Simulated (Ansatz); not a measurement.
`[SH][Al]([Cl])[Br]` + H₂S → `[SH][Al]([SH])[Cl]` + HBr at 700 K and 1 bar (ligand exchange at the Al–Br bond).

Computed with Ansatz on PBE0-D4/def2-TZVP structures; ΔE is electronic, products minus reactants. CBS: MP2 limit from def2 TZ/QZ plus the TZ coupled-cluster correction, frozen cores. This one scheme is used for every species. For Br outer-core shells are correlated without core-valence functions, which leaves a few kJ/mol of doubt a bond. Scalar relativity is left out up to krypton. Each species was taken in one conformer, which may not be the lowest.

| species | CCSD(T)/CBS energy (Eh) | H − E (kJ/mol) | S (J/(mol·K)) |
| --- | --- | --- | --- |
| `[SH][Al]([Cl])[Br]` | -3673.67780 | 88.8 | 428.3 |
| H₂S | -398.97279 | 64.8 | 236.9 |
| `[SH][Al]([SH])[Cl]` | -1498.71313 | 117.8 | 435.1 |
| HBr | -2573.91920 | 36.5 | 223.7 |

H − E and S are ideal-gas, rigid-rotor, harmonic terms from PBE0-D4/def2-TZVP, for one conformer and one mirror image of each species. 1 Eh = 2625.50 kJ/mol, R = 8.31446 J/(mol·K).

**Question.** By hand: ΔE, ΔH, ΔS and ΔG.

**Answer.** ΔE = (-1498.71313) + (-2573.91920) − (-3673.67780) − (-398.97279) = 0.01826 Eh = 47.9 kJ/mol. Δ(H − E) = 117.8 + 36.5 − 88.8 − 64.8 = 0.7, so ΔH = 48.6 kJ/mol. ΔS = 435.1 + 223.7 − 428.3 − 236.9 = -6.4 J/(mol·K). ΔG = 48.6 − 700 × (-6.4)/1000 = 53.1 kJ/mol.

**Question.** By hand: the equilibrium constant, and the temperature at which ΔG would vanish if ΔH and ΔS stayed fixed.

**Answer.** log₁₀ K = −ΔG/(RT ln 10) = -4.0. ΔH and −TΔS have one sign here, so there is no such temperature.

The number of gas molecules stays the same, so ΔS is small and ΔH decides. A doubt of 5 kJ/mol in ΔE shifts log₁₀ K by 0.4 here. Other conformers and mirror images would add mixing entropy, several J/(mol·K) or more a flexible species. These are equilibria of isolated gas molecules and say nothing of rates. Largest T1 diagnostic: 0.010 (customary marks: 0.02 for closed shells, 0.045 for open ones).

ΔS is within the doubt of such terms, so its sign, and with it that verdict, could turn.
